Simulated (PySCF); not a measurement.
pent-1-ene (C₅H₁₀), SMILES CCCC=C.

The structure is a stationary point at B3LYP-D3(BJ)/def2-SVP. Other conformers were not sampled.

Two levels are set side by side: TDA-PBE/def2-SVPD (PySCF) and TDA-M06-2X/def2-SVPD (PySCF). Vertical, same geometry. The lowest singlet is HOMO→LUMO+1 83 %, HOMO→LUMO 16 % with PBE and HOMO→LUMO+1 45 %, HOMO→LUMO 35 %, HOMO→LUMO+3 10 % with the other functional; states are paired by order. Differences are taken from unrounded values.

```json
[
 {"quantity": "lowest singlet excitation (eV)", "TDA-M06-2X": "7.31", "TDA-PBE": "6.47", "TDA-PBE minus TDA-M06-2X": "-0.84"},
 {"quantity": "lowest triplet excitation (TDA) (eV)", "TDA-M06-2X": "4.71", "TDA-PBE": "4.43", "TDA-PBE minus TDA-M06-2X": "-0.27"},
 {"quantity": "first bright state (f over 0.05) (eV)", "TDA-M06-2X": "7.31", "TDA-PBE": "6.47", "TDA-PBE minus TDA-M06-2X": "-0.84"},
 {"quantity": "its oscillator strength", "TDA-M06-2X": "0.06", "TDA-PBE": "0.06", "TDA-PBE minus TDA-M06-2X": "0.00"}
]
```

A lower first singlet is the usual sign of a functional without exact exchange. Differences between two approximate levels are no errors against the true value.

Rough cost on one machine, each run with all the roots and properties that it gave: TDA-M06-2X against TDA-PBE about 10 times.
